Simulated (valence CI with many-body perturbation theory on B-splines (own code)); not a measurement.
## From CI to CI+MBPT in Pb69+

Calculated by relativistic CI+MBPT: three valence electrons over a frozen Dirac-Fock core [Ne], radial functions for each j: 11 s, 11 p, 9 d, 7 f, 5 g, 2 h, 1 i, with the one-electron correlation potential Σ1, the two-electron term Σ2, the three-electron term Σ3, Breit, model QED; selected CI, second order for the rest (own B-spline code, finite nucleus).

No measured spectrum was set against this ion. As an estimate, large intervals hold to a few tenths of a per cent, small ones and those within an open d or f shell to about a per cent.

Each rung adds one term. CI alone is the Dirac-Coulomb CI over the frozen core; QED comes last and gives the full result, which names the levels. Energies are above (3s^2 3p1/2) J=1/2 on the same rung, in Ry.

Levels are named by their leading jj configuration (3d3/2^4 stands for four electrons in 3d with j = 3/2), which in mixed levels can hold well under half, so a name can repeat and another be missing. Letters in brackets count levels of one name in rising energy.

| Level | CI alone | + Σ1 | + Σ2 | + Σ3 | + Breit | Full |
| --- | --- | --- | --- | --- | --- | --- |
| (3s 3p1/2^2) J=1/2 | 14.67 | 14.65 | 14.64 | 14.65 | 15.10 | 14.61 |
| (3s^2 3p3/2) J=3/2 | 44.27 | 44.29 | 44.30 | 44.30 | 43.79 | 43.82 |
| (3s 3p1/2 3p3/2) J=3/2 [a] | 56.31 | 56.31 | 56.33 | 56.34 | 56.27 | 55.82 |
| (3s 3p1/2 3p3/2) J=5/2 | 57.96 | 57.96 | 57.97 | 57.97 | 57.82 | 57.37 |
| (3s 3p1/2 3p3/2) J=3/2 [b] | 59.59 | 59.59 | 59.59 | 59.59 | 59.38 | 59.01 |
| (3s 3p1/2 3p3/2) J=1/2 | 60.49 | 60.48 | 60.45 | 60.45 | 60.40 | 59.94 |
| (3s^2 3d3/2) J=3/2 | 64.24 | 64.23 | 64.19 | 64.18 | 63.70 | 63.54 |
| (3s^2 3d5/2) J=5/2 | 73.28 | 73.29 | 73.27 | 73.27 | 72.44 | 72.38 |
| (3s 3p1/2 3d3/2) J=3/2 [a] | 73.74 | 73.72 | 73.72 | 73.72 | 73.75 | 73.08 |
| (3s 3p1/2 3d3/2) J=3/2 [b] | 74.88 | 74.86 | 74.84 | 74.84 | 74.95 | 74.18 |
| (3s 3p1/2 3d3/2) J=5/2 | 75.80 | 75.78 | 75.77 | 75.77 | 75.56 | 75.00 |
| (3s 3p1/2 3d3/2) J=1/2 | 78.01 | 77.98 | 77.95 | 77.94 | 77.82 | 77.26 |
| (3s 3p1/2 3d3/2) J=3/2 [c] | 78.76 | 78.74 | 78.69 | 78.69 | 78.61 | 77.99 |
| (3s 3p1/2 3d5/2) J=5/2 [a] | 85.63 | 85.62 | 85.61 | 85.61 | 85.23 | 84.69 |
| (3s 3p1/2 3d5/2) J=7/2 | 87.00 | 86.99 | 86.97 | 86.97 | 86.49 | 85.95 |
| (3s 3p1/2 3d5/2) J=5/2 [b] | 87.79 | 87.78 | 87.76 | 87.75 | 87.33 | 86.79 |
| (3s 3p1/2 3d5/2) J=3/2 | 88.08 | 88.07 | 88.03 | 88.03 | 87.69 | 87.13 |
| (3p1/2^2 3d3/2) J=3/2 | 92.01 | 91.96 | 91.93 | 91.93 | 92.24 | 91.19 |
| (3s 3p3/2^2) J=5/2 | 101.57 | 101.59 | 101.61 | 101.61 | 101.00 | 100.58 |
| (3p1/2^2 3d5/2) J=5/2 | 103.28 | 103.25 | 103.20 | 103.20 | 103.24 | 102.22 |
| (3s 3p3/2^2) J=1/2 | 104.69 | 104.71 | 104.71 | 104.71 | 104.16 | 103.74 |
| (3s 3p3/2^2) J=3/2 | 105.35 | 105.36 | 105.34 | 105.34 | 104.75 | 104.33 |
| (3p1/2 3p3/2^2) J=5/2 | 117.57 | 117.56 | 117.57 | 117.58 | 117.18 | 116.43 |
| (3p1/2 3p3/2^2) J=3/2 | 118.04 | 118.03 | 118.01 | 118.01 | 117.82 | 116.95 |
| (3p1/2 3p3/2^2) J=1/2 | 119.42 | 119.41 | 119.41 | 119.41 | 119.12 | 118.35 |
| (3s 3p3/2 3d3/2) J=3/2 [a] | 120.03 | 120.03 | 120.02 | 120.02 | 119.38 | 118.84 |
| (3s 3p3/2 3d3/2) J=1/2 [a] | 120.18 | 120.17 | 120.16 | 120.16 | 119.62 | 119.02 |
| (3s 3p3/2 3d3/2) J=5/2 [a] | 120.59 | 120.59 | 120.57 | 120.57 | 119.97 | 119.36 |
| (3s 3p3/2 3d3/2) J=7/2 | 120.73 | 120.73 | 120.72 | 120.72 | 119.96 | 119.44 |
| (3s 3p3/2 3d3/2) J=3/2 [b] | 123.14 | 123.14 | 123.09 | 123.09 | 122.43 | 121.89 |
| (3s 3p3/2 3d3/2) J=5/2 [b] | 124.13 | 124.12 | 124.07 | 124.07 | 123.42 | 122.85 |

**Question.** How does the ionisation energy move along the ladder, and which term matters most?

**Answer.** CI alone 8694.9, + Σ1 8696.1, + Σ2 8696.1, + Σ3 8696.0, + Breit 8681.4, + QED 8680.8 eV. The largest step is Breit, -14.6 eV. NIST lists 8680 ± 50 eV (theoretical).
